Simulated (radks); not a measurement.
The numbers below are computed, except where a source is named.
Spherical quantum dot in the effective-mass picture: electrons in a hard-walled sphere of radius 11, with a point charge +1 (a donor) at the centre, all in effective atomic units (hartree* = m*/eps^2 hartree, bohr* = eps/m* bohr), one dielectric constant everywhere. Level of theory: non-relativistic Kohn-Sham, exchange-only LDA, spin-polarised, spherical densities (a radial shooting solver with Libxc functionals). Levels are named by radial order and angular momentum (1s, 1p, 1d, 2s, ...), and open shells are averaged over m.

N = 8, configuration 1s2 1p(up 3, down 0) 1d(up 3, down 0). This is the lowest configuration that the search found (a dilute case). Occupied and some empty levels:

| level | occupation | eigenvalue (hartree*) | <r> (bohr*) |
|---|---|---|---|
| 1s down | 1 | 0.70089 | 1.628 |
| 1s up | 1 | 0.76951 | 7.339 |
| 1p up | 3 | 0.79156 | 7.681 |
| 1d up | 3 | 0.82892 | 7.901 |
| 1f up | 0 | 0.88048 | 8.095 |
| 2s up | 0 | 0.89263 | 3.634 |
| 2s down | 0 | 0.90818 | 7.290 |
| 1p down | 0 | 0.92292 | 7.242 |
| 1d down | 0 | 0.96580 | 7.810 |
| 2p up | 0 | 1.0026 | 5.801 |
| 1f down | 0 | 1.0189 | 8.099 |
| 2p down | 0 | 1.0558 | 5.135 |

Energy (hartree*): total 2.51904, kinetic 1.3006, external -1.9023, Hartree 4.1589, exchange-correlation -1.0381.

Electron density:

| r (bohr*) | n(r) (e/bohr*^3) |
|---|---|
| 0.295 | 0.1626 |
| 0.844 | 0.05448 |
| 1.39 | 0.01892 |
| 1.94 | 0.006862 |
| 2.49 | 0.002678 |
| 3.04 | 0.001232 |
| 3.59 | 0.0007948 |
| 4.13 | 0.0007685 |
| 4.68 | 0.0009414 |
| 5.23 | 0.001233 |
| 5.78 | 0.001598 |
| 6.33 | 0.001984 |
| 6.88 | 0.002317 |
| 7.42 | 0.002503 |
| 7.97 | 0.002451 |
| 8.52 | 0.002120 |
| 9.07 | 0.001553 |
| 9.62 | 0.0008971 |
| 10.2 | 0.0003385 |
| 10.7 | 0.00004065 |
